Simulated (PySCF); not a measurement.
**Spinor energies of Lu(4+) (lutetium, charge +4)**

Start: [Xe] 4f13; 4f5/2 filled at m_j = -5/2, -3/2, -1/2, +1/2, +3/2, +5/2; 4f7/2 filled at m_j = -5/2, -3/2, -1/2, +1/2, +3/2, +5/2, +7/2. Calculated with PySCF 2.14 in x2c-QZVPPall-2c (16s16p12d6f2g, 184 functions): generalised Hartree-Fock with the X2C-1e Hamiltonian and a Gaussian nucleus; one run each with spin-orbit coupling (SO) switched off, then screened by Boettger's factors.

```csv
spinor shell,electrons,"ε, spin-free (eV)","ε, screened SO (eV)",weight of nominal j (screened SO),"rms radius, screened SO (bohr)"
1s1/2,2,-63699.0,-63682.3,1.000,0.0219
2s1/2,2,-11019.7,-11014.5,1.000,0.0885
2p1/2,2,-9700.2,-10495.5,1.000,0.0754
2p3/2,4,-9700.2,-9372.4,1.000,0.0825
3s1/2,2,-2594.8,-2593.2,1.000,0.227
3p1/2,2,-2191.5,-2363.8,1.000,0.218
3p3/2,4,-2191.5,-2119.4,1.000,0.232
3d3/2,4,-1703.4,-1734.7,1.000,0.206
3d5/2,6,-1703.4,-1681.2,1.000,0.210
4s1/2,2,-585.97,-585.50,1.000,0.508
4p1/2,2,-450.89,-491.06,0.999,0.518
4p3/2,4,-450.89,-433.99,1.000,0.551
4d3/2,4,-271.14,-278.36,0.994,0.582
4d5/2,6,-271.14,-266.00,0.996,0.594
5s1/2,2,-118.41,-118.33,1.000,1.23
5p1/2,2,-82.080,-87.974,0.995,1.35
5p3/2,4,-82.080,-79.617,0.997,1.44
4f5/2,6,-71.691,-72.959,0.952,0.743
4f7/2,7,-71.691,-70.386,0.959,0.757
```

```tsv
quantity	spin-free	screened SO
E (hartree)	-14549.63448	-14564.15556
M_J	7/2	7/2
⟨J²⟩	15.755	15.755
⟨L²⟩	12.005	12.110
⟨S²⟩	0.750	0.855
```

Each row is a mean over spinors that exchange with the open shell spreads, by up to 10.442 eV (4d5/2).

Breit and QED terms are absent; they matter most for the inner s and p1/2 levels.

Densities and radii are taken from the X2C orbitals without a picture-change correction, which distorts them close to the nucleus.

Without spin-orbit coupling the j labels of p, d and f shells carry no meaning; the spin-free column gives the mean over the occupied spinors of each nl shell.
